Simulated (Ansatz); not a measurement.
The As1–As2 bond of As2 is stretched (multiplicity 1).


Cores are frozen in the correlated methods. Filled d and f shells under p-block atoms count as core.

The values were computed with Ansatz (a program for electronic structure). Values without a source in brackets are computed.

FIC-MRCISD+Q on CASSCF(10,8)/cc-pVTZ, total energies (hartree):

| R (Å) | CASSCF | MRCISD | weight c² of the reference |
|---|---|---|---|
| 2.104 | -4468.584713 | -4468.762358 | 0.91411 |
| 3.682 | -4468.476791 | -4468.641340 | 0.91004 |
| 8.417 | -4468.472028 | -4468.633922 | 0.91100 |

Problem. Add the Davidson correction (E_MRCISD − E_CASSCF)(1 − c²)/c² and give the energies above the first point at the three levels.

Solution. 
Corrections (hartree): -0.016692, -0.016266, -0.015817. Above the first point (kcal/mol):
- R = 3.682 Å: CASSCF 67.7, MRCISD 75.9, with the correction 76.2
- R = 8.417 Å: CASSCF 70.7, MRCISD 80.6, with the correction 81.1
